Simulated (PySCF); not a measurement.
Compound: C₇H₁₅OP₂ (charge +1).
SMILES with atom numbers: `[CH3:1][P+:2]1([CH2:3][PH2:4])[CH2:5][CH2:6][C:7](=[O:8])[CH2:9][CH2:10]1` (hydrogens: H11, H12, H13 on C1; H14, H15 on C3; H16, H17 on P4; H18, H19 on C5; H20, H21 on C6; H22, H23 on C9; H24, H25 on C10)

Level: PBE0/pcSseg-1 in PySCF, non-relativistic, on one gas-phase PBE0-D3(BJ)/def2-SVP geometry that isn't relaxed in the solvent. The solvent is an IEF-PCM continuum (cavity from Bondi-type radii × 1.2). The model holds no explicit solvent molecules, cavitation or dispersion.

Gas phase at PBE0/pcSseg-1: HOMO -11.05 eV, LUMO -4.61 eV.

Q: What does the continuum do to the energy and the frontier levels at PBE0/pcSseg-1 in chloroform?

A: 
```json
{"solvent": "chloroform", "ε": "4.711", "E(solvent) − E(gas) (kcal/mol)": "-46.15", "polarisation term (kcal/mol)": "-47.79", "distortion of the solute (kcal/mol)": "1.64", "HOMO (eV)": "-8.31", "LUMO (eV)": "-1.72"}
```

The first energy column is the sum of the next two and covers electrostatics alone.

Q: Which radius a makes Born's formula ΔE = −(q²/2a)(1 − 1/ε) give the value in chloroform?

A: a = q²(1 − 1/ε)/(2|ΔE|) = 2.83 Å, with q = +1 e and |ΔE| = 0.0735 Eh; the farthest nucleus lies 3.99 Å from the centroid of the nuclei. The formula assumes a point charge at the centre of a sphere.

Q: Which Hirshfeld charges (PBE0/pcSseg-1) respond most in chloroform (means over atoms taken as equivalent)?

A: 
```
  atoms                     environment  gas (e)  solvent (e)  change
     O8                   ketone oxygen   -0.196       -0.243  -0.047
     P4            phosphine phosphorus   +0.143       +0.126  -0.017
     P2          phosphonium phosphorus   +0.463       +0.478  +0.015
     C3  sp3 carbon bound to phosphorus   -0.139       -0.132  +0.007
     C7          ketone carbonyl carbon   +0.169       +0.176  +0.007
H19/H24              methylene hydrogen   +0.073       +0.079  +0.006
 C5/C10  sp3 carbon bound to phosphorus   -0.085       -0.080  +0.005
H14/H15              methylene hydrogen   +0.070       +0.074  +0.004
```

Q: Which Mayer bond orders change most in chloroform?

A: 
| bond | length (Å) | gas | solvent | change |
| --- | --- | --- | --- | --- |
| C7–O8 | 1.200 | 2.047 | 1.999 | -0.048 |
| C6–C7 | 1.521 | 0.956 | 0.971 | +0.015 |
| C7–C9 | 1.527 | 0.957 | 0.970 | +0.013 |
| C3–P4 | 1.887 | 0.920 | 0.932 | +0.012 |
| C9–C10 | 1.533 | 0.989 | 0.995 | +0.006 |
| C1–P2 | 1.796 | 1.093 | 1.098 | +0.005 |
| C6–H20 | 1.102 | 0.923 | 0.918 | -0.005 |
| P2–C5 | 1.824 | 0.964 | 0.968 | +0.004 |

Q: How do the nuclear quadrupole coupling constants eQVzz/h respond in chloroform?

A: 
| nucleus | Q (barn) | gas (MHz) | solvent (MHz) | η gas | η solvent |
| --- | --- | --- | --- | --- | --- |
| 17O at O8 | -0.0256 | 12.50 | 12.04 | 0.58 | 0.50 |
